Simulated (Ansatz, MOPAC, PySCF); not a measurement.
Breaking a bond: SMg, lowest singlet found (which spin is the ground state isn't settled by this scan).

Levels of theory: UKS-LDA (SVWN5)/6-31G* = unrestricted LDA (SVWN5)/6-31G*, spherical d in PySCF; RKS-PBE = restricted PBE/cc-pVDZ (Ansatz, an electronic-structure program); PM6, restricted, heats of formation (MOPAC); FCI = full CI/cc-pVDZ, frozen core run with Ansatz.

Energies relative to the lowest point of each curve between 1.78 and 2.47 Å, where full CI is lowest, in mEh:

```csv
R / Å,UKS-LDA (SVWN5)/6-31G*,RKS-PBE,PM6
1.78,61.0,66.3,6.1
1.91,21.1,24.2,0.0
2.05,2.9,4.1,2.8
2.15,0.0,0.0,9.1
2.24,2.0,1.1,16.9
2.36,8.3,7.1,29.4
2.44,13.9,12.9,38.6
2.47,16.2,15.4,42.1
```

Task: Predict the corresponding FCI column.

Result: 1.78: 72.3; 1.91: 27.4; 2.05: 5.2; 2.15: 0.0; 2.24: 0.2; 2.36: 5.2; 2.44: 10.5; 2.47: 12.7 (mEh).

The scan ran from 1.78 to 8.30 Å; beyond the distances shown full CI changes its symmetry label. The unrestricted determinant behind UKS-LDA (SVWN5)/6-31G* is spin-contaminated at 2.24 to 2.47 Å (<S²> up to 0.4, against 0.00 for a pure singlet). The restricted form behind RKS-PBE, PM6 keeps the bonding electrons paired and can't separate into open-shell fragments. Also computed but left out beside FCI, since their determinant holds another spin at the minimum (<S²> over 0.7 above the pure value): UHF, UMP2, UCCSD, UCCSD(T), UCCSDT, UCCSDT(Q), UHF/6-31G*.
